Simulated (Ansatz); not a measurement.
Ansatz results at the PBE0-D4/def2-TZVP geometry: HOMO–LUMO gap (ωB97M-V/def2-TZVPP) 8.89 eV; LUMO energy (ωB97M-V/def2-TZVPP) -0.62 eV; LUMO energy (PBE/def2-TZVPP) -3.24 eV.

Q: Which molecule gave them?
A. `[NH2][Sc]([OH])[O][SiH3]`
B. `[CH3][Sc]([CH3])[Cl]`
C. `[F][Sc]([F])[Cl]`
D. `[NH2][Sc]([NH2])[Cl]`

A: B. The others give `[NH2][Sc]([NH2])[Cl]`: 9.63, -0.13, -2.57; `[F][Sc]([F])[Cl]`: 10.42, -1.17, -3.79; `[NH2][Sc]([OH])[O][SiH3]`: 9.38, -0.10, -2.43.
